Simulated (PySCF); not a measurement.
GaCl4, SMILES [Cl][Ga-]([Cl])([Cl])[Cl], charge -1. Atoms are numbered in the order given.

```xyz
5

Ga     0.0000     0.0000     0.0000
Cl     1.2888     1.2888    -1.2888
Cl    -1.2888     1.2888     1.2888
Cl    -1.2888    -1.2888    -1.2888
Cl     1.2888    -1.2888     1.2888
```
Charge -1, spin multiplicity 1.

The structure is a stationary point at B3LYP-D3(BJ)/def2-SVPD. The isomer is the one that the SMILES or the coordinates give; other isomers of the formula were not compared.

The numbers are results of r2SCAN/def2-SVPD in PySCF, not measurements.

Symmetry labels are those of the subgroup D2 that the program uses (full group Td).

Question: List the valence orbital energies around the gap with their symmetry. (The exact figures need the calculation; the answer reports its results.)

Answer: 
```csv
orbital,symmetry,energy (eV)
HOMO−7,A,-4.14
HOMO−6,A,-4.14
HOMO−5,B1,-3.98
HOMO−4,B2,-3.98
HOMO−3,B3,-3.98
HOMO−2,B1,-3.62
HOMO−1,B2,-3.62
HOMO,B3,-3.62
LUMO,A,2.21
LUMO+1,A,3.89
LUMO+2,B1,4.65
LUMO+3,B2,4.65
```
